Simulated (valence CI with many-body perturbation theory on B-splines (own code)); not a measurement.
# Valence orbitals of Cs40+

Calculated by relativistic CI+MBPT: five valence electrons over a frozen Dirac-Fock core [Ne], radial functions for each j: 9 s, 9 p, 8 d, 6 f, 3 g, 1 h, with the one-electron correlation potential Σ1, the two-electron term Σ2, the three-electron term Σ3, Breit, model QED; selected CI, second order for the rest (own B-spline code, finite nucleus).

The last digits are not significant, and no measured levels were compared; by estimate large intervals hold to a few tenths of a per cent, small ones and those within an open d or f shell to about a per cent. Among the levels kept, up to 610 cm⁻¹ of a level comes from second order outside the variational space, and about a tenth of that is noise between levels of different J, which matters for small intervals.

These are the spectroscopic orbitals of the CI (the correlating ones are not listed), shaped by the core and the other valence electrons. h is the expectation value of the core's Dirac-Fock operator, without the valence repulsion; Σ1 is computed up to l = 3 at one energy for each symmetry, that of its lowest orbital but kept below the first core excitation, so for empty shells it is not the orbital's own correlation shift; Breit and QED include the response of the core.

```
Orbital  h (hartree)  Σ1 (cm⁻¹)  Breit (cm⁻¹)  QED (cm⁻¹)  ⟨r⟩ (bohr)
  3s1/2      -128.11      -6545         15746       12222      0.2700
  4s1/2      -69.609      -2152          6011        4800      0.5037
  5s1/2      -43.632       -976          2854        2323      0.8128
  6s1/2      -29.889       -531          1591        1302       1.194
  3p1/2      -124.31      -8342         26168       -66.0      0.2567
  4p1/2      -68.015      -2699         10075       -16.2      0.4954
  5p1/2       -42.83      -1232          4868        -6.0      0.8085
  6p1/2       -29.43       -672          2732        -2.8       1.194
  3p3/2      -120.82      -7616         15593        1143      0.2652
  4p3/2      -66.596      -2527          5959         456      0.5068
  5p3/2      -42.119      -1165          3041         225      0.8228
  6p3/2      -29.024       -640          1709         128       1.211
  3d3/2      -116.02      -9296         12022        -427      0.2295
  4d3/2       -64.74      -2540          4257        -144      0.4785
  5d3/2      -41.207      -1125          2020       -67.5      0.7998
  3d5/2      -115.22      -8660          5709        23.1      0.2320
  4d5/2      -64.395      -2361          2007        34.5      0.4816
  5d5/2       -41.03      -1046           971        21.6      0.8037
  4f5/2      -63.377      -2106           377       -56.7      0.4238
  5f5/2      -40.518      -1028           258       -30.7      0.7503
  4f7/2      -63.233      -2042          93.0        19.4      0.4253
  5f7/2      -40.444       -994          63.3         8.0      0.7521
  5g7/2      -40.305                      7.3       -12.2      0.6652
  5g9/2      -40.262                      1.0         9.1      0.6662
```

Among the shells of the start configuration 3s2 3p3, Σ1 is largest in size for 3p1/2, where it is 0.031 % of h.

Lowest root of each symmetry, sizes in configuration state functions:

```
  J  Parity  Roots  Reference  Variational  Second order  Change by selected CI (cm⁻¹)  Change by second order (cm⁻¹)
1/2    even      8         44        39994        262744                        -15842                            -32
3/2    even     12         71        39998        659661                        -19977                           -154
5/2    even     11         74        39996        715099                        -16047                           -300
7/2    even      6         54        39999        777798                        -21525                           -323
9/2    even      2         34        35932        417175                        -22209                            -69
1/2     odd      4         67        39994        279398                        -16863                            -22
3/2     odd      7        110        39994        439166                        -15627                            -52
5/2     odd      5        114        39988        542495                        -16419                           -164
7/2     odd      3         93        39999        632697                        -15187                           -237
9/2     odd      2         57        39990        528794                        -15251                           -174
```
